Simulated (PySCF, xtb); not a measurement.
FH₂MoNO₂, SMILES [F][Mo](=[O])(=[NH])[OH], multiplicity 1. The values are those of a single conformer.

Harmonic wavenumbers (cm⁻¹) from GFN2-xTB in xtb at its own minimum, in rising order: 162, 201, 226, 233, 281, 333, 461, 532, 556, 612, 683, 918, 1011, 3448, 3554.

Task: What does PBE-D3(BJ)/def2-SVP in PySCF give at its own minimum? (An estimate is asked for; the answer gives what the named calculation found.)

Result: 181, 228, 249, 250, 288, 353, 507, 601, 650, 681, 752, 973, 1006, 3492, 3740. Paired by order, the mean absolute difference is 50 cm⁻¹ and the zero-point energies are 18.9 and 19.9 kcal/mol.
